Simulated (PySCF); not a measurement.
**A series of related molecules**

Method used: PySCF, TDDFT wB97X-D/def2-SVPD circular dichroism and optical rotation, one conformer, gas phase. Geometry: GFN2-xTB.

Each molecule in one low-energy conformer. The parent is C=C[C@@H]1OC[C@H]1CC.

The molecule is flexible and this is one conformer; a measurement averages over conformers.

Q: How does the specific rotation at 589.3 nm (origin-invariant length gauge) change along this series?
- C=C[C@@H]1OC[C@H]1CC (base)
- C=C[C@@H]1OC[C@@H]1CC (diastereomer)

A: 
```tsv
molecule	[α]589 (deg dm⁻¹ (g/mL)⁻¹)	S1 (eV)	R(S1), velocity form (10⁻⁴⁰ esu² cm²)
C=C[C@@H]1OC[C@H]1CC	+137.7	6.56	+10.1
C=C[C@@H]1OC[C@@H]1CC	+331.8	6.50	-4.4
```
The specific rotation at 589.3 nm (origin-invariant length gauge) is lowest for C=C[C@@H]1OC[C@H]1CC and highest for C=C[C@@H]1OC[C@@H]1CC.
